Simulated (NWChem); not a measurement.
System: SiH$_{3}$SeBr; SMILES [SiH3][Se]Br

```xyz
6

Se     0.8717    -0.5681    -0.0174
Br    -0.2333     1.5249     0.0230
Si    -1.0702    -1.8135    -0.0034
H     -0.5722    -3.2335    -0.0287
H     -1.9012    -1.5227    -1.2186
H     -1.8644    -1.5541     1.2430
```
Atoms are numbered in this order, from 1.

Level: PBE-D3(BJ)/def2-SVP (NWChem), optimised geometry, unscaled harmonic frequencies. This build's default masses of Se (78.918 u) and Br (79.917 u) are each other's, which moves their modes by up to 0.6 %.

Problem. List the harmonic frequencies with IR intensities, and the thermochemistry.

Solution. 
```tsv
frequency (cm⁻¹)	IR intensity (km/mol)
95	0.6
149	0.0
283	3.5
372	9.2
557	7.8
562	7.7
854	268.4
877	36.9
915	49.2
2160	62.5
2184	57.8
2190	74.1
```

The zero-point energy comes out as 16.0 kcal/mol, the thermal correction to the enthalpy at 298.15 K (with zero-point energy) comes out as 20.1 kcal/mol and the heat capacity Cv is 16.9 cal/(mol K). The entropy at 298.15 K and 1 atm (symmetry number 1) is 79.9 cal/(mol K) and the dipole moment comes out as 1.41 D.

Rigid rotor and harmonic oscillator; modes under 100 cm⁻¹ make the entropy uncertain.
